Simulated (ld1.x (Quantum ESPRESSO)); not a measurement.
## Building the ultrasoft potential for titanium (Ti) (LDA (PZ), non-relativistic).

```json
{
  "Element": "titanium",
  "Generator": "ld1.x (Quantum ESPRESSO) 7.5",
  "Type": "ultrasoft",
  "Functional": "LDA (PZ)",
  "Relativity": "non-relativistic",
  "Frozen core": "[Ar]",
  "Valence charge": "4",
  "Reference configuration": "3d2 4s0 4p0 (charge +2)",
  "Partial waves": "4s (bound, empty): rcut 2.25, rcutus 3.05 bohr; 4s channel at 1.5 Ry: rcut 2.25, rcutus 3.05 bohr; 4p (bound, empty): rcut 2.45, rcutus 3.35 bohr; 4p channel at 0.2 Ry: rcut 2.45, rcutus 3.35 bohr; 3d (bound): rcut 1.80, rcutus 2.15 bohr; 3d channel at -1.15 Ry: rcut 1.80, rcutus 2.15 bohr",
  "Local potential": "all-electron potential smoothed inside 1.65 bohr (lloc = -1)",
  "Core correction": "Bessel-smoothed model core inside 2.05 bohr",
  "Augmentation charge": "PSQ, radius 1.70 bohr"
}
```

Results:

```
Cutoffs needed                            : 21 Ry and 25 Ry (the cutoffs (Ry, on a coarse ladder) from which the occupation-weighted sum of valence levels, in a spherical-Bessel basis at the reference potential, stays within 10 and 1 mRy of its value at 400 Ry)
Ghost test                                : ghost state, extra bound levels that the all-electron valence spectrum of the same l lacks: s at -35.8 eV; a true bound ghost makes a file unfit for plane-wave use (spherical-Bessel basis up to 400 Ry, 20 bohr box)
Configuration tests                       : test run stopped at test 9 of 9 (negative rho)
Lowest eigenvalue of the overlap operator : 0.38 (s channel)
Density cutoff estimated by the generator : 143 Ry
```

Generation and tests took about 1.7 s on one core of a shared server CPU.
